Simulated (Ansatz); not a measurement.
Frontier orbitals of `CB[SiH](C)N`.

Charge 0, multiplicity 1. The geometry is a stationary point of PBE0-D4/def2-TZVP. It is one conformer, not always the lowest. Basis def2-TZVPP, the Gaussian-basis code of Ansatz.

| functional | HOMO (eV) | LUMO (eV) |
| --- | --- | --- |
| BHLYP | -8.23 | -0.50 |

Give HOMO and LUMO (eV) with LDA (SPW92), PBE, revPBE, BLYP, r2SCAN, B97M-V, PBE0, B3LYP, r2SCANh, r2SCAN0, HSE06 (plane-wave form), CAM-B3LYP, LC-ωPBE, ωB97X-V, ωB97M-V, HF. (Estimate.)

The calculation gave: 
```csv
functional,HOMO,LUMO
LDA (SPW92),-5.68,-2.78
PBE,-5.58,-2.54
revPBE,-5.53,-2.43
BLYP,-5.49,-2.37
r2SCAN,-5.87,-2.21
B97M-V,-5.97,-2.31
PBE0,-6.94,-1.56
B3LYP,-6.74,-1.76
r2SCANh,-6.38,-1.88
r2SCAN0,-7.13,-1.38
HSE06 (plane-wave form),-6.53,-1.95
CAM-B3LYP,-8.36,-0.44
LC-ωPBE,-9.70,0.75
ωB97X-V,-9.36,0.62
ωB97M-V,-9.22,0.36
HF,-10.16,1.94
```

B3LYP here is the variant with VWN-RPA as its local correlation; programs differ in this. LC-ωPBE has ω = 0.4 bohr⁻¹. Positive LUMOs are unbound and depend on the basis.
